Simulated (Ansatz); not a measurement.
A short molecular-dynamics run on CH₇B₂GaO, SMILES `[BH2][Ga]([CH3])[BH]O`.

```yaml
crystal:
  periodic: [false, false, false]
  atoms:
    - {symbol: B, position_ang: [-1.813313, -0.245675, 1.692392]}
    - {symbol: Ga, position_ang: [-0.367390, -0.022345, 0.237044]}
    - {symbol: C, position_ang: [1.475222, -0.751375, 0.494853]}
    - {symbol: B, position_ang: [-0.563015, 0.982189, -1.651227]}
    - {symbol: O, position_ang: [0.519608, 1.109382, -2.454085]}
    - {symbol: H, position_ang: [-1.976991, 0.558300, 2.568511]}
    - {symbol: H, position_ang: [-2.570928, -1.176576, 1.710499]}
    - {symbol: H, position_ang: [1.778284, -1.351730, -0.368980]}
    - {symbol: H, position_ang: [1.581195, -1.365788, 1.388980]}
    - {symbol: H, position_ang: [2.184980, 0.079544, 0.575124]}
    - {symbol: H, position_ang: [-1.565521, 1.468396, -2.103057]}
    - {symbol: H, position_ang: [1.317859, 0.715698, -2.090044]}
basis:
  gaussian: {orbitals: "6-31G*"}
hamiltonian: {xc: {name: r2SCAN}, dispersion: d3bj}
md: {timestep: 1 fs, n_steps: 30, ensemble: nvt_nose_hoover, temperature: 700, initial_velocities: maxwell_boltzmann, seed: 424}
```

```sh
$ ansatz run in.yaml --threads 4 --pin off --events-out ev --progress --plain --max-ram 10444MiB
```

```json
{"step": "0", "time (fs)": "0.0", "potential energy (eV)": "-56917.3158", "kinetic (eV)": "0.9048", "T (K)": "700", "conserved (eV)": "-56916.4109"}
{"step": "1", "time (fs)": "1.0", "potential energy (eV)": "-56917.2310", "kinetic (eV)": "0.8268", "T (K)": "640", "conserved (eV)": "-56916.4042"}
{"step": "2", "time (fs)": "2.0", "potential energy (eV)": "-56917.0893", "kinetic (eV)": "0.6949", "T (K)": "538", "conserved (eV)": "-56916.3944"}
{"step": "3", "time (fs)": "3.0", "potential energy (eV)": "-56917.0335", "kinetic (eV)": "0.6403", "T (K)": "495", "conserved (eV)": "-56916.3932"}
{"step": "4", "time (fs)": "4.0", "potential energy (eV)": "-56917.0843", "kinetic (eV)": "0.6845", "T (K)": "530", "conserved (eV)": "-56916.4000"}
{"step": "5", "time (fs)": "5.0", "potential energy (eV)": "-56917.1444", "kinetic (eV)": "0.7390", "T (K)": "572", "conserved (eV)": "-56916.4056"}
{"step": "6", "time (fs)": "6.0", "potential energy (eV)": "-56917.1247", "kinetic (eV)": "0.7191", "T (K)": "556", "conserved (eV)": "-56916.4060"}
{"step": "7", "time (fs)": "7.0", "potential energy (eV)": "-56917.0173", "kinetic (eV)": "0.6165", "T (K)": "477", "conserved (eV)": "-56916.4014"}
{"step": "8", "time (fs)": "8.0", "potential energy (eV)": "-56916.8936", "kinetic (eV)": "0.4992", "T (K)": "386", "conserved (eV)": "-56916.3951"}
{"step": "9", "time (fs)": "9.0", "potential energy (eV)": "-56916.8446", "kinetic (eV)": "0.4510", "T (K)": "349", "conserved (eV)": "-56916.3946"}
{"step": "10", "time (fs)": "10.0", "potential energy (eV)": "-56916.8803", "kinetic (eV)": "0.4821", "T (K)": "373", "conserved (eV)": "-56916.3993"}
{"step": "11", "time (fs)": "11.0", "potential energy (eV)": "-56916.9316", "kinetic (eV)": "0.5298", "T (K)": "410", "conserved (eV)": "-56916.4033"}
{"step": "12", "time (fs)": "12.0", "potential energy (eV)": "-56916.9362", "kinetic (eV)": "0.5343", "T (K)": "413", "conserved (eV)": "-56916.4037"}
{"step": "13", "time (fs)": "13.0", "potential energy (eV)": "-56916.8868", "kinetic (eV)": "0.4878", "T (K)": "377", "conserved (eV)": "-56916.4013"}
{"step": "14", "time (fs)": "14.0", "potential energy (eV)": "-56916.8226", "kinetic (eV)": "0.4268", "T (K)": "330", "conserved (eV)": "-56916.3984"}
{"step": "15", "time (fs)": "15.0", "potential energy (eV)": "-56916.7918", "kinetic (eV)": "0.3985", "T (K)": "308", "conserved (eV)": "-56916.3963"}
{"step": "16", "time (fs)": "16.0", "potential energy (eV)": "-56916.8235", "kinetic (eV)": "0.4282", "T (K)": "331", "conserved (eV)": "-56916.3988"}
{"step": "17", "time (fs)": "17.0", "potential energy (eV)": "-56916.8795", "kinetic (eV)": "0.4794", "T (K)": "371", "conserved (eV)": "-56916.4041"}
{"step": "18", "time (fs)": "18.0", "potential energy (eV)": "-56916.8881", "kinetic (eV)": "0.4899", "T (K)": "379", "conserved (eV)": "-56916.4028"}
{"step": "19", "time (fs)": "19.0", "potential energy (eV)": "-56916.8665", "kinetic (eV)": "0.4740", "T (K)": "367", "conserved (eV)": "-56916.3978"}
{"step": "20", "time (fs)": "20.0", "potential energy (eV)": "-56916.8766", "kinetic (eV)": "0.4823", "T (K)": "373", "conserved (eV)": "-56916.4002"}
{"step": "21", "time (fs)": "21.0", "potential energy (eV)": "-56916.8855", "kinetic (eV)": "0.4886", "T (K)": "378", "conserved (eV)": "-56916.4037"}
{"step": "22", "time (fs)": "22.0", "potential energy (eV)": "-56916.8457", "kinetic (eV)": "0.4532", "T (K)": "351", "conserved (eV)": "-56916.4000"}
{"step": "23", "time (fs)": "23.0", "potential energy (eV)": "-56916.8066", "kinetic (eV)": "0.4203", "T (K)": "325", "conserved (eV)": "-56916.3946"}
{"step": "24", "time (fs)": "24.0", "potential energy (eV)": "-56916.8442", "kinetic (eV)": "0.4576", "T (K)": "354", "conserved (eV)": "-56916.3957"}
{"step": "25", "time (fs)": "25.0", "potential energy (eV)": "-56916.9424", "kinetic (eV)": "0.5498", "T (K)": "425", "conserved (eV)": "-56916.4027"}
{"step": "26", "time (fs)": "26.0", "potential energy (eV)": "-56917.0000", "kinetic (eV)": "0.6042", "T (K)": "467", "conserved (eV)": "-56916.4072"}
{"step": "27", "time (fs)": "27.0", "potential energy (eV)": "-56916.9548", "kinetic (eV)": "0.5640", "T (K)": "436", "conserved (eV)": "-56916.4034"}
{"step": "28", "time (fs)": "28.0", "potential energy (eV)": "-56916.8670", "kinetic (eV)": "0.4852", "T (K)": "375", "conserved (eV)": "-56916.3956"}
{"step": "29", "time (fs)": "29.0", "potential energy (eV)": "-56916.8538", "kinetic (eV)": "0.4756", "T (K)": "368", "conserved (eV)": "-56916.3931"}
{"step": "30", "time (fs)": "30.0", "potential energy (eV)": "-56916.9524", "kinetic (eV)": "0.5698", "T (K)": "441", "conserved (eV)": "-56916.3988"}
```

Velocities are drawn at the set temperature; a run this short doesn't reach equilibrium.

Frames (Å, forces in eV/Å):

```xyz
12
time=0.0 fs
B    -1.813   -0.246    1.692    0.189    0.013   -0.150
Ga   -0.367   -0.022    0.237   -0.141   -0.007    0.111
C     1.475   -0.751    0.495   -0.119    0.061   -0.056
B    -0.563    0.982   -1.651   -0.116   -0.106    0.265
O     0.520    1.109   -2.454   -0.147    0.249   -0.407
H    -1.977    0.558    2.569   -0.018    0.051    0.044
H    -2.571   -1.177    1.710   -0.050   -0.047   -0.005
H     1.778   -1.352   -0.369    0.038   -0.082   -0.112
H     1.581   -1.366    1.389   -0.002   -0.075    0.112
H     2.185    0.080    0.575    0.088    0.113    0.015
H    -1.566    1.468   -2.103   -0.015    0.026   -0.047
H     1.318    0.716   -2.090    0.292   -0.196    0.230
12
time=2.0 fs
B    -1.811   -0.229    1.671    0.911    0.339   -0.484
Ga   -0.369   -0.024    0.236    0.383   -0.042    0.058
C     1.497   -0.770    0.513    0.442    2.362    0.635
B    -0.574    0.983   -1.650    1.454   -0.975    1.039
O     0.508    1.119   -2.453   -0.795    0.513   -0.723
H    -1.943    0.539    2.548   -0.131    0.506    0.542
H    -2.558   -1.112    1.651   -0.808   -0.889    0.008
H     1.819   -1.309   -0.340    0.369   -0.838   -1.131
H     1.594   -1.396    1.387    0.026   -0.298    0.423
H     2.265    0.096    0.623   -1.218   -1.131   -0.061
H    -1.541    1.410   -2.050   -1.660    0.906   -0.806
H     1.264    0.669   -2.103    1.027   -0.452    0.499
12
time=4.0 fs
B    -1.805   -0.211    1.648    0.722    0.201   -0.266
Ga   -0.371   -0.025    0.236    0.868   -0.100   -0.017
C     1.520   -0.782    0.534    0.604    1.917    0.182
B    -0.580    0.982   -1.646    1.133   -0.924    0.976
O     0.495    1.129   -2.453    0.467   -0.387   -0.168
H    -1.913    0.537    2.547   -0.162    0.457    0.511
H    -2.574   -1.080    1.592   -0.777   -0.763    0.028
H     1.873   -1.295   -0.350    0.073   -0.515   -0.460
H     1.608   -1.436    1.399   -0.022   -0.134    0.101
H     2.301    0.072    0.669   -1.346   -1.082   -0.040
H    -1.575    1.384   -2.025   -1.408    0.873   -0.728
H     1.244    0.609   -2.100   -0.152    0.457   -0.120
12
time=6.0 fs
B    -1.797   -0.193    1.624   -0.287   -0.275    0.396
Ga   -0.372   -0.026    0.235    1.332   -0.181   -0.119
C     1.545   -0.788    0.554   -0.067   -0.219   -0.782
B    -0.582    0.976   -1.639   -0.705   -0.189    0.255
O     0.482    1.139   -2.454    1.037   -0.997    0.170
H    -1.890    0.552    2.564   -0.146   -0.006   -0.034
H    -2.618   -1.074    1.534   -0.007    0.130    0.138
H     1.928   -1.301   -0.376   -0.466    0.126    0.771
H     1.621   -1.481    1.415   -0.118    0.196   -0.427
H     2.288    0.010    0.714   -0.292    0.178    0.155
H    -1.659    1.390   -2.027    0.404    0.194   -0.063
H     1.220    0.565   -2.101   -0.685    1.043   -0.461
12
time=8.0 fs
B    -1.790   -0.175    1.602   -1.133   -0.553    0.985
Ga   -0.373   -0.028    0.234    1.748   -0.269   -0.219
C     1.569   -0.794    0.573   -1.547   -2.135   -1.412
B    -0.587    0.971   -1.630   -1.706    0.340   -0.330
O     0.472    1.146   -2.455    0.087   -0.523   -0.040
H    -1.872    0.567    2.580   -0.137   -0.380   -0.522
H    -2.662   -1.065    1.482    0.608    0.752    0.256
H     1.967   -1.303   -0.374   -0.615    0.365    1.108
H     1.630   -1.519    1.415   -0.192    0.294   -0.535
H     2.266   -0.044    0.766    1.205    1.833    0.501
H    -1.730    1.404   -2.032    1.489   -0.226    0.342
H     1.174    0.558   -2.117    0.194    0.502   -0.135
12
time=10.0 fs
B    -1.787   -0.159    1.583   -1.388   -0.574    1.191
Ga   -0.372   -0.029    0.233    2.055   -0.349   -0.281
C     1.589   -0.807    0.587   -1.338   -0.765   -0.889
B    -0.598    0.966   -1.623   -1.609    0.531   -0.637
O     0.462    1.152   -2.455   -1.258    0.332   -0.371
H    -1.859    0.568    2.577   -0.148   -0.408   -0.594
H    -2.685   -1.028    1.439    0.699    0.789    0.296
H     1.984   -1.291   -0.334   -0.243    0.121    0.333
H     1.631   -1.546    1.396   -0.210    0.042   -0.089
H     2.284   -0.035    0.834    0.489    1.007    0.256
H    -1.746    1.410   -2.024    1.582   -0.300    0.412
H     1.136    0.569   -2.138    1.370   -0.426    0.372
12
time=12.0 fs
B    -1.789   -0.146    1.568   -0.976   -0.394    0.978
Ga   -0.371   -0.031    0.232    2.220   -0.419   -0.295
C     1.604   -0.822    0.598   -0.751    1.878    0.596
B    -0.614    0.963   -1.618   -0.493    0.313   -0.564
O     0.450    1.159   -2.457   -0.725   -0.281    0.057
H    -1.852    0.555    2.552   -0.172   -0.078   -0.191
H    -2.682   -0.962    1.407    0.206    0.276    0.216
H     1.992   -1.276   -0.282    0.468   -0.404   -1.095
H     1.625   -1.573    1.375   -0.192   -0.251    0.452
H     2.319    0.010    0.912   -0.928   -0.780   -0.395
H    -1.704    1.405   -2.002    0.723   -0.016    0.153
H     1.145    0.568   -2.147    0.622    0.157    0.087
12
time=14.0 fs
B    -1.794   -0.133    1.557   -0.109   -0.061    0.562
Ga   -0.368   -0.033    0.231    2.273   -0.486   -0.278
C     1.617   -0.831    0.611   -0.638    2.235    0.915
B    -0.631    0.961   -1.614    1.514   -0.335   -0.090
O     0.435    1.165   -2.458    0.319   -1.136    0.545
H    -1.852    0.539    2.521   -0.185    0.416    0.456
H    -2.672   -0.886    1.383   -0.692   -0.546    0.024
H     2.016   -1.275   -0.268    0.576   -0.282   -1.113
H     1.611   -1.607    1.369   -0.159   -0.088    0.402
H     2.321    0.029    0.976   -1.240   -1.383   -0.682
H    -1.636    1.401   -1.974   -1.048    0.666   -0.428
H     1.177    0.574   -2.153   -0.609    1.000   -0.313
12
time=16.0 fs
B    -1.799   -0.121    1.548    0.250    0.084    0.398
Ga   -0.364   -0.036    0.229    2.274   -0.566   -0.248
C     1.628   -0.834    0.627   -0.846    0.353   -0.327
B    -0.644    0.958   -1.611    2.479   -0.618    0.124
O     0.422    1.168   -2.458    0.155   -0.874    0.426
H    -1.859    0.538    2.506   -0.165    0.616    0.721
H    -2.688   -0.830    1.360   -1.080   -0.874   -0.089
H     2.061   -1.283   -0.293   -0.051    0.427    0.343
H     1.591   -1.645    1.377   -0.091    0.391   -0.102
H     2.279   -0.002    1.015   -0.501   -0.649   -0.398
H    -1.607    1.422   -1.962   -1.895    0.989   -0.679
H     1.189    0.615   -2.170   -0.529    0.722   -0.169
12
time=18.0 fs
B    -1.804   -0.109    1.540   -0.512   -0.114    0.670
Ga   -0.359   -0.038    0.228    2.246   -0.646   -0.200
C     1.636   -0.835    0.642   -1.976   -1.978   -1.744
B    -0.648    0.953   -1.608    1.037    0.214   -0.389
O     0.408    1.170   -2.457   -1.044    0.140   -0.152
H    -1.872    0.559    2.517   -0.110    0.297    0.269
H    -2.742   -0.805    1.334   -0.350   -0.328    0.045
H     2.104   -1.276   -0.307   -0.469    0.740    1.171
H     1.567   -1.668    1.382   -0.021    0.587   -0.389
H     2.219   -0.055    1.040    0.970    1.198    0.499
H    -1.643    1.477   -1.974   -0.480    0.178   -0.117
H     1.184    0.682   -2.192    0.710   -0.288    0.336
12
time=20.0 fs
B    -1.811   -0.097    1.534   -1.418   -0.255    1.025
Ga   -0.352   -0.041    0.226    2.145   -0.698   -0.116
C     1.638   -0.843    0.651   -2.220   -1.507   -1.711
B    -0.649    0.949   -1.606   -0.461    1.028   -0.715
O     0.392    1.172   -2.457   -0.895    0.326   -0.399
H    -1.889    0.592    2.538   -0.046   -0.158   -0.369
H    -2.809   -0.793    1.311    0.574    0.300    0.238
H     2.131   -1.242   -0.279   -0.325    0.464    0.775
H     1.543   -1.670    1.373   -0.001    0.223   -0.160
H     2.192   -0.066    1.083    1.052    1.373    0.654
H    -1.699    1.539   -1.991    0.887   -0.689    0.397
H     1.203    0.740   -2.203    0.708   -0.409    0.381
12
time=22.0 fs
B    -1.823   -0.086    1.533   -1.678   -0.236    1.079
Ga   -0.344   -0.045    0.224    1.950   -0.706    0.009
C     1.633   -0.854    0.655   -1.582    1.583    0.196
B    -0.651    0.948   -1.607   -1.084    1.256   -0.533
O     0.374    1.174   -2.457    0.890   -0.158   -0.289
H    -1.908    0.619    2.546   -0.003   -0.366   -0.650
H    -2.856   -0.770    1.296    0.954    0.514    0.313
H     2.147   -1.191   -0.224    0.404   -0.201   -0.631
H     1.518   -1.664    1.359   -0.012   -0.397    0.325
H     2.203   -0.030    1.148   -0.294   -0.439   -0.314
H    -1.723    1.576   -1.993    1.286   -1.031    0.529
H     1.244    0.784   -2.200   -0.831    0.182   -0.034
12
time=24.0 fs
B    -1.841   -0.076    1.535   -1.177   -0.143    0.732
Ga   -0.336   -0.049    0.223    1.673   -0.673    0.170
C     1.623   -0.861    0.660   -1.270    2.826    1.262
B    -0.656    0.952   -1.609   -0.921    0.990   -0.057
O     0.359    1.176   -2.458    1.588   -0.061   -0.479
H    -1.927    0.633    2.530    0.010   -0.223   -0.435
H    -2.868   -0.728    1.292    0.667    0.289    0.234
H     2.177   -1.147   -0.190    0.723   -0.494   -1.186
H     1.493   -1.672    1.356    0.055   -0.500    0.333
H     2.203   -0.008    1.202   -0.956   -1.307   -0.807
H    -1.700    1.576   -1.976    0.850   -0.874    0.364
H     1.257    0.834   -2.197   -1.242    0.171   -0.131
12
time=26.0 fs
B    -1.862   -0.066    1.539   -0.019    0.022    0.139
Ga   -0.326   -0.053    0.221    1.329   -0.616    0.339
C     1.609   -0.860    0.668   -0.598    1.588    0.314
B    -0.665    0.959   -1.612    0.220    0.191    0.605
O     0.346    1.178   -2.460    0.494    0.555   -1.008
H    -1.946    0.639    2.498    0.000    0.201    0.151
H    -2.856   -0.676    1.297   -0.227   -0.298    0.004
H     2.232   -1.120   -0.198   -0.218   -0.194    0.087
H     1.470   -1.697    1.364    0.195    0.010   -0.218
H     2.170   -0.033    1.227   -0.738   -0.903   -0.540
H    -1.647    1.542   -1.946   -0.517   -0.148   -0.103
H     1.227    0.890   -2.199    0.080   -0.407    0.230
12
time=28.0 fs
B    -1.884   -0.056    1.544    1.063    0.175   -0.341
Ga   -0.315   -0.057    0.220    0.947   -0.539    0.487
C     1.592   -0.853    0.678   -0.656   -0.593   -1.202
B    -0.673    0.967   -1.612    1.662   -0.723    1.198
O     0.335    1.181   -2.465   -0.510    0.934   -1.357
H    -1.965    0.653    2.472   -0.011    0.560    0.629
H    -2.852   -0.635    1.302   -1.057   -0.810   -0.214
H     2.279   -1.101   -0.203   -1.046    0.034    1.014
H     1.455   -1.723    1.365    0.235    0.413   -0.625
H     2.110   -0.090    1.234    0.251    0.614    0.505
H    -1.614    1.504   -1.920   -2.058    0.697   -0.620
H     1.200    0.930   -2.191    1.181   -0.763    0.526
12
time=30.0 fs
B    -1.903   -0.045    1.548    0.930    0.108   -0.439
Ga   -0.304   -0.062    0.218    0.561   -0.440    0.612
C     1.574   -0.848    0.683   -0.988   -1.473   -1.803
B    -0.676    0.973   -1.608    1.048   -0.483    1.035
O     0.323    1.187   -2.473    0.856    0.540   -0.833
H    -1.985    0.687    2.468    0.001    0.416    0.460
H    -2.886   -0.624    1.300   -0.730   -0.599   -0.125
H     2.288   -1.080   -0.172   -1.010    0.053    0.808
H     1.448   -1.734    1.342    0.110    0.276   -0.493
H     2.058   -0.124    1.259    0.856    1.560    1.227
H    -1.654    1.489   -1.915   -1.433    0.375   -0.458
H     1.211    0.943   -2.166   -0.202   -0.333    0.009
```

Hardware: 4 threads of an Intel Xeon Platinum 8488C on a shared host. Wall time 48 s, peak host memory 0.21 GiB.
